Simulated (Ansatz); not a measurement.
Species: H2B, SMILES `[BH2]` (charge 0, multiplicity 2), formula H₂B.

### Question
How many basis functions does frozen-core CCSD(T)/def2-TZVPP // B3LYP-D3(BJ)/def2-TZVP (Ansatz, an electronic-structure program) use, how many core orbitals are frozen, and how many electrons are correlated?

### Answer
59 basis functions and 1 frozen orbitals, which leaves 5 correlated electrons. Core time is of the order of seconds.
